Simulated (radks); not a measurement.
Values are calculated unless marked as measured or tabulated.
The rhenium ion Re64+, configuration [Ne] 3s1 (the NIST ground configuration). Code: a radial shooting solver on a logarithmic mesh with Libxc functionals. Model: Dirac Kohn-Sham, relativistic LDA (MacDonald-Vosko exchange, VWN5 correlation), spin-unpolarised, spherical densities, finite nucleus; Fermi nuclear charge, rms radius 5.3698 fm.

Normalised radial functions P(r) = r R(r) (large component), r in bohr:

```
   r/bohr * 2p1/2 (the largest magnitude, 3.81, reaches the edge; | marks zero)
 0.001572 | *
 0.001952 | *
 0.002422 |  *
 0.003006 |  *
 0.003731 |    *
 0.004593 |     *
 0.005701 |       *
 0.007075 |         *
 0.008781 |            *
   0.0109 |                *
  0.01353 |                     *
  0.01665 |                           *
  0.02067 |                                  *
  0.02565 |                                         *
  0.03184 |                                                *
  0.03951 |                                                    *
  0.04904 |                                                      *
  0.06038 |                                                    *
  0.07494 |                                            *
    0.093 |                                  *
   0.1154 |                      *
   0.1433 |           *
   0.1764 |     *
   0.2189 | *
   0.2717 *
   0.3372 *
   0.4185 *
   0.5194 *
```

2p1/2: eigenvalue -17196.3 eV, 0 radial nodes, <r> = 0.0616 bohr, 90 % of the charge inside 0.102 bohr.
